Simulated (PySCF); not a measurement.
NICS in one family of compounds.

Definitions: NICS(0) = −σiso at the ring centroid; NICS(1) = −σiso and NICS(1)zz = −σzz at ±1 Å along the ring normal z. Level: GIAO PBE0/pcSseg-1 (PySCF, non-relativistic, gas phase) on the GFN2-xTB geometries, one conformer each. Atom numbers follow the mapped SMILES.

**Question.** Order these rings by mean NICS(1)zz, lowest (most negative) first (ppm).
A. ring C5–C6–C7–C8–C9–C11 in `[CH3:1][O:2]/[CH:3]=[P:4]/[c:5]1[cH:6][cH:7][cH:8][c:9]([CH3:10])[cH:11]1`
B. ring C5–C6–C7–C8–C10–C11 in `[CH3:1][O:2]/[CH:3]=[P:4]/[c:5]1[cH:6][cH:7][c:8]([F:9])[cH:10][cH:11]1`
C. ring C7–C8–C9 in `[CH2:1]=[CH:2]/[C:3]([O:4][CH3:5])=[P:6]\[CH:7]1[CH2:8][CH2:9]1`

**Answer.** A (-27.0), B (-25.6), C (-22.4).

```
            SMILES                                              ring  NICS(0)  NICS(1)  NICS(1)zz  HOMA  rms pucker (Å)  ring atoms with four or more neighbours
CO/C=P/c1cccc(C)c1  6-membered carbocycle; formal bonds all aromatic     -8.0    -10.9      -27.0  1.00            0.01                                        0
CO/C=P/c1ccc(F)cc1  6-membered carbocycle; formal bonds all aromatic     -9.0    -10.7      -25.6  0.99            0.00                                        0
 C=C/C(OC)=P\C1CC1    3-membered carbocycle; formal bonds all single    -44.1     -8.6      -22.4     –            0.00                                        3
```

NICS(0) gives another order. The isotropic NICS(1) gives the same order. HOMA uses Krygowski's 1993 parameters; it is left out where a ring has a four-coordinate atom, a triple bond, no multiple bond or a kind of bond without parameters. NICS(1) and NICS(1)zz are means over the two faces.
